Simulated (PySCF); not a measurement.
# How methods differ on the ionisation energy of Xe

Xe [Xe] (1S) → Xe⁺ [Kr] 4d10 5s2 5p5 (2P), as a difference of total energies. Computed with PySCF 2.14 in aug-cc-pVTZ-PP with one added diffuse shell each of d, f type with ECP28MDF (6s5p5d3f, 67 functions), with scalar relativity through the core potential. Correlated levels: valence: 4s2 4p6 4d10 frozen. The calculations carry no spin-orbit coupling.

```csv
method,ionisation energy (eV),error (eV)
UHF,11.465,-1.100
MP2 (valence),12.308,-0.257
SCS-MP2 (valence),12.237,-0.328
CCSD (valence),12.202,-0.363
CCSD(T) (valence),12.248,-0.317
```

Reference: 12.565 eV (measured; NIST levels, between the centres of gravity of the two terms).

Errors of the correlated levels include the incompleteness of this basis and the frozen core.
